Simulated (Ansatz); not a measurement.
The same path of a periodic cell of 17 atoms, CuSi₁₆ (host Si, host structure diamond, interstitial Cu), cell charge +1 was run twice with different band settings. Lost on the way: Si1–Cu17, Si7–Cu17, Si11–Cu17. Made: Si9–Cu17, Si14–Cu17, Si15–Cu17.

The calculation used DFT PBE, scalar-relativistic, plane waves, PAW (Ansatz). Settings: PAW set soft_1, cutoff 420 eV, k mesh 2x2x2, fermi-dirac smearing 0.02 eV, no spin polarisation.

Relaxed end points:

```xyz
17
Lattice="0.0000 5.4300 5.4300 5.4300 0.0000 5.4300 5.4300 5.4300 0.0000" Properties=species:S:1:pos:R:3
Si -0.052 -0.053 0.079
Si 1.393 1.324 1.415
Si 2.770 2.769 0.079
Si 3.895 4.252 1.467
Si 2.796 -0.080 2.669
Si 4.026 1.354 4.037
Si 5.326 2.821 2.635
Si 6.793 4.121 4.038
Si 0.025 2.692 2.725
Si 1.306 4.046 4.136
Si 2.578 5.569 2.871
Si 4.100 6.841 4.136
Si 2.717 2.691 5.432
Si 4.132 4.015 6.740
Si 5.456 5.430 5.432
Si 6.719 6.857 6.786
Cu 6.449 1.699 4.368
```

```xyz
17
Lattice="0.0000 5.4300 5.4300 5.4300 0.0000 5.4300 5.4300 5.4300 0.0000" Properties=species:S:1:pos:R:3
Si 0.065 -0.031 0.053
Si 1.438 1.301 1.411
Si 2.772 2.677 -0.035
Si 4.083 4.045 1.333
Si 2.822 0.175 2.895
Si 4.230 1.491 4.209
Si 5.494 2.763 2.686
Si 6.865 4.121 4.019
Si -0.035 2.709 2.764
Si 1.363 4.044 4.071
Si 2.669 5.369 2.656
Si 4.028 6.704 3.992
Si 2.716 2.782 5.499
Si 3.994 4.176 6.894
Si 5.395 5.475 5.427
Si 6.793 6.783 6.762
Cu 5.722 3.050 5.770
```

Common settings: climbing image yes; end points relaxed.

| run | movable images | spring | optimiser | start path | force threshold | iteration limit |
| --- | --- | --- | --- | --- | --- | --- |
| 1 | 5 | 2.0 eV/Å² | fire | IDPP | 0.05 eV/Å | 27 |
| 2 | 3 | 5.0 eV/Å² | quadratic models (default) | default | 0.2 eV/Å | 28 |

Problem. What does each run give, and how far can it be trusted?

Solution. Run 1: converged after 26 iterations, highest image 0.048 eV above the first end. Beside the main top the profile has a ripple of under 15 meV (maxima at images 2, 4), which may be a very shallow well or noise. By the program's own check the climbing image is of a kind that is not told: the force calls were inconclusive, a negative curvature could not be distinguished from the path's own, the only one lies far off the path, or fixed occupations may fill a level only in part (lowest curvatures found: -0.42 and 0.35 eV/Å²).
Run 2: converged after 4 iterations, highest image 0.048 eV above the first end. The threshold of 0.2 eV/Å is loose, so the images may lie well off the minimum-energy path. The profile has 2 maxima (images 1, 3) with wells between them (image 2): this band takes more than one step, which may be the mechanism or a detour left from its start path. The order of the point at the top wasn't checked.
Limits of this set-up: coarse k mesh, a small cell, in which the defect meets its images, a typed lattice constant that wasn't relaxed here, charged cell in a uniform background, uncorrected.
